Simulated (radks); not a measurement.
The numbers below are computed, except where a source is named.
Question: Radial electron density D(r) = 4 pi r^2 rho(r) of an atom or ion with 49 electrons. Level of theory: Dirac Kohn-Sham, PBE, spin-unpolarised, spherical densities, finite nucleus; Fermi nuclear charge, rms radius of each element as measured or else 0.836 A^(1/3) + 0.57 fm (a radial shooting solver on a logarithmic mesh with Libxc functionals).

```
   r/bohr * D(r) (the largest magnitude, 77.9, reaches the edge; | marks zero)
 0.002171 |   *
 0.002919 |     *
 0.003957 |         *
 0.005362 |               *
 0.007209 |                      *
  0.00977 |                              *
  0.01314 |                                      *
   0.0178 |                                           *
  0.02394 |                                            *
  0.03244 |                                        *
  0.04361 |                                      *
  0.05911 |                                            *
  0.08011 |                                                      *
   0.1077 |                                                     *
    0.146 |                                         *
   0.1962 |                                       *
    0.266 |                                             *
   0.3576 |                                    *
   0.4846 |                *
   0.6516 |             *
    0.883 |              *
    1.197 |        *
    1.609 |   *
    2.181 | *
    2.932 |*
    3.973 *
    5.342 *
     7.24 *
    9.734 *
    13.19 *
```

What is the nuclear charge?

Answer: Z = 49. The innermost maximum, from 1s, lies near gamma/Z bohr with gamma = sqrt(1 - (Z/c)^2) = 0.934, here 0.0191 bohr (found: 0.0209), and its height grows with Z. The density is that of neutral indium in [Kr] 4d10 5s2 5p1; the configuration itself is not fixed sharply by these data, and Z only to a few units. D(r) has 4 maxima, at r = 0.0209, 0.0918, 0.272, 0.809 bohr, and minima at 0.0412, 0.178, 0.592 bohr, inside which lie 2.04, 11.22, 28.96 electrons.
